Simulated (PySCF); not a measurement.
Consider `COc1ccc(C(=O)O)cc1` (C8H8O3). Optimised structure (Å), atoms numbered from 1:
```
C    -3.3993   -0.6095   -0.1674
O    -2.5126    0.1374    0.6247
C    -1.1970    0.1040    0.3513
C    -0.3715    0.8703    1.1903
C     0.9969    0.8992    0.9828
C     1.5723    0.1659   -0.0675
C     3.0246    0.1730   -0.3392
O     3.5631   -0.4325   -1.2363
O     3.7244    0.9361    0.5187
C     0.7459   -0.5966   -0.8963
C    -0.6302   -0.6348   -0.6973
H    -3.1803   -1.6892   -0.1106
H    -4.4032   -0.4258    0.2336
H    -3.3686   -0.2886   -1.2222
H    -0.8355    1.4353    2.0001
H     1.6360    1.4948    1.6360
H     4.6533    0.8738    0.2532
H     1.2040   -1.1640   -1.7088
H    -1.2507   -1.2376   -1.3599
```

Computed at ωB97X-D3(BJ)/ma-def2-SVP // PBE0-D3(BJ)/ma-def2-SVP with PySCF (density fitting, grid level 2). Thermal corrections: GFN2-xTB frequencies, unscaled, ideal gas at 298.15 K and 1 bar, quasi-RRHO entropy. These were taken at the GFN2-xTB minima.

Q: Rank these of its positions by gas-phase deprotonation enthalpy, most acidic first.
A. O9 (acid OH oxygen)
B. C4 (aromatic carbon)

A: A (1433 kJ/mol), B (1641 kJ/mol).

Not ranked, since the method can't order them against a listed neighbour: C1 (1649 kJ/mol), C5 (1649 kJ/mol).

Q: For C5 (aromatic carbon), what are ΔE (electronic) and ΔG(298 K) of the loss of the proton?

A: ΔE = 1682 and ΔG = 1614 kJ/mol, beside ΔH = 1649 kJ/mol. The product is `COc1c[c-]c(C(=O)O)cc1`.

Q: Of those listed, which site of deprotonation is favoured in water (IEF-PCM), and by how much?

A: O9 (acid OH oxygen), by 216 kJ/mol over C4 (aromatic carbon); the gas phase favours the same one.

Caveats: ma-def2-SVP is a small basis, whose errors can reach tens of kJ/mol; the order of C4 and C1, of C1 and C5 is undecided: the gaps lie inside the method's error (some 20 kJ/mol, one structure a species).
